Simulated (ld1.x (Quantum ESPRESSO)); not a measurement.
## Ranking RRKJ potentials for tungsten

All share these settings but for the change named:

```json
{"Element": "tungsten (W)", "Generator": "ld1.x (Quantum ESPRESSO) 7.5", "Type": "norm-conserving RRKJ (Kleinman–Bylander form)", "Functional": "PBE", "Relativity": "scalar-relativistic", "Frozen core": "[Xe] 4f14", "Valence charge": "6", "Reference configuration": "5d4 6s1.5 6p0 (charge +0.5)", "Partial waves": "6p (bound, empty): rc 3.80 bohr; 5d (bound): rc 2.55 bohr; 6s (bound): rc 2.35 bohr", "Local potential": "the s channel", "Core correction": "a·sin(br)/r model core, default radius (core density twice the valence density)", "rho0": "0.005"}
```

Cutoff: the first of the cutoffs (Ry, on a coarse ladder) from which the occupation-weighted sum of valence levels, in a spherical-Bessel basis at the reference potential, stays within 10 and 1 mRy of its value at 400 Ry; the density cutoff is not measured.

The base gives 21 Ry.

Of 7 variants that were run, those that failed, showed a ghost or another fault, or gave nearly equal values are left out.

A variant can come out equal or close to the base.

Question: Rank these variants from softest to hardest (loose cutoff).
A. all radii but the core radius scaled by about 1.07 (s 2.52, p 4.08, d 2.74 bohr)
B. all radii but the core radius scaled by about 1.36 (s 3.20, p 5.18, d 3.48 bohr)
C. all radii but the core radius scaled by about 1.17 (s 2.76, p 4.46, d 3.00 bohr)

Answer: B (15 Ry), C (18 Ry), A (21 Ry).
